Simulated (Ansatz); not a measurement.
Compare A (`F[Si]1(Cl)CCO1`) with its isomer B (`F[C@H](Cl)[Si@@H]1CO1`).

Isolated molecules relaxed with PBE0-D4/def2-TZVP in Ansatz; ΔE leaves out vibrations. CCSD(T)/CBS adds triple-zeta CCSD(T) − MP2 to the extrapolated MP2 energy (def2 sets, frozen cores). Functionals use def2-TZVPP. B3LYP here is the variant with VWN-RPA as its local correlation; programs differ in this. Each species was taken in one conformer, which may not be the lowest.

(1) Which isomer does CCSD(T)/CBS put lower? Give the gap. (Best estimate.)

(2) Give E(B) − E(A) in kJ/mol with PBE0-D4, B2PLYP, CCSD/def2-TZVPP, CCSD(T)/def2-TZVPP, B3LYP, PBE-D4, B3LYP-D4. (Best estimate.)

Largest T1 diagnostic: 0.013.

Results:

(1) The calculation gave: A, by 499.2 kJ/mol.

(2) Ansatz gave: PBE0-D4 485.1, B2PLYP 491.8, CCSD/def2-TZVPP 503.3, CCSD(T)/def2-TZVPP 496.6, B3LYP 478.5, PBE-D4 458.9, B3LYP-D4 479.5. None reverses the order clearly.

From PBE to PBE0 (25 % exact exchange), in def2-TZVPP and without D4, E(B) − E(A) moves by +26.4 kJ/mol. In def2-TZVPP, CCSD(T) changes the Hartree–Fock value by −26.2 kJ/mol (the triples alone add −6.7 kJ/mol) and MP2 by −10.9 kJ/mol.
